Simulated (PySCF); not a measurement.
Dipole moment and polarisability of `CC[SiH2][SiH2]C`

Compound: C3H12Si2.
Atom-mapped SMILES: `[CH3:1][CH2:2][SiH2:3][SiH2:4][CH3:5]` (hydrogens: H6, H7, H8 on C1; H9, H10 on C2; H11, H12 on Si3; H13, H14 on Si4; H15, H16, H17 on C5)

Cartesian coordinates in Å at the GFN2-xTB level; atoms count from 1:
```
atom  x, y, z in Å
C1     3.045    0.096    0.235
C2     1.771   -0.305   -0.496
Si3    0.184    0.297    0.371
Si4   -1.664   -0.380   -0.847
C5    -3.268    0.201   -0.012
H6     3.054   -0.315    1.242
H7     3.115    1.179    0.313
H8     3.930   -0.264   -0.288
H9     1.803    0.090   -1.513
H10    1.743   -1.393   -0.593
H11    0.214   -0.224    1.748
H12    0.297    1.759    0.520
H13   -1.674    0.147   -2.221
H14   -1.756   -1.843   -0.991
H15   -3.299    1.283    0.069
H16   -3.358   -0.204    0.992
H17   -4.145   -0.112   -0.572
```

Level: PBE0/def2-SVPD (PySCF), static field, nuclei fixed, core orbitals frozen in the response. The polarisability tensor in these axes (au):

```
x   119.37   0.66   3.67
y     0.66  82.49   4.38
z     3.67   4.38  87.11
```

Problem. Give the principal values, the mean and the anisotropy Δα = √{½[(α1 − α2)² + (α2 − α3)² + (α1 − α3)²]}.

Solution. Principal values 79.80, 89.36 and 119.82 au; mean 96.33 au = 14.27 Å³ = 15.88 × 10⁻⁴⁰ C²·m²/J; Δα = 36.20 au (38 % of the mean).

Problem. What is the dipole moment?

Solution. 0.08 D at this geometry.

Problem. Form Σ f/ω² (atomic units) for the 8 lowest TDDFT singlets, given as eV and f, and set it beside the mean polarisability, which is this sum over all singlets: 6.75, 0.0540; 7.12, 0.0121; 7.27, 0.0001; 7.41, 0.0551; 7.79, 0.0041; 7.88, 0.3077; 7.96, 0.0576; 8.03, 0.0370.

Solution. They add up to 6.61 au, 6.9 % of the 96.33 au; the largest single term is 3.67 au, from the state at 7.88 eV. Terms in order: 0.88, 0.18, 0.00, 0.74, 0.05, 3.67, 0.67, 0.43 au. Higher excitations give the rest. The strengths listed sum to 0.528.

Problem. Rayleigh depolarisation ratio (linearly polarised light, static tensor)?

Solution. ρ = 3Δα²/(45ᾱ² + 4Δα²) = 3931.7/(417542 + 5242.3) = 0.0093.

Problem. Refractivity n − 1 of an ideal gas of it at 273.15 K and 1 atm, from the electronic α?

Solution. N = p/kT = 2.6868 × 10¹⁹ cm⁻³, so n − 1 = 2π × N × 14.27 × 10⁻²⁴ cm³ = 2410 × 10⁻⁶ at long wavelengths, for an ideal gas.

Problem. Along which axes do the principal values lie, and how far do the nuclei extend along each?

Solution. Largest value along (0.99, 0.03, 0.12), where the nuclei span 8.05 Å; middle along (-0.11, 0.53, 0.84), 2.93 Å; least along (0.03, 0.85, -0.53), 2.34 Å. The response follows the extents in order.

Isolated species at its GFN2-xTB geometry (one conformer only).

The run behind these numbers computed excited states as well. Hardware: Arm Neoverse N1, one thread (shared host). Cost: 50 s wall, 0.82 GiB resident at most.
